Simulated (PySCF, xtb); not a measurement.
FHOSn, SMILES [OH][Sn][F] (connectivity only; charge and spin as stated), neutral, multiplicity 1. One conformer was computed; it need not be the lowest.

Harmonic wavenumbers (cm⁻¹) from GFN2-xTB in xtb at its own minimum, in rising order: 117, 353, 363, 389, 505, 3643.

Question: What does PBE-D3(BJ)/def2-TZVP (PySCF 2.14.0) give at its own minimum? (Estimate from the structure and the level; the computed values follow.)

Answer: 170, 447, 538, 578, 729, 3686. Paired by order, the mean absolute difference is 130 cm⁻¹ and the zero-point energies are 7.7 and 8.8 kcal/mol.
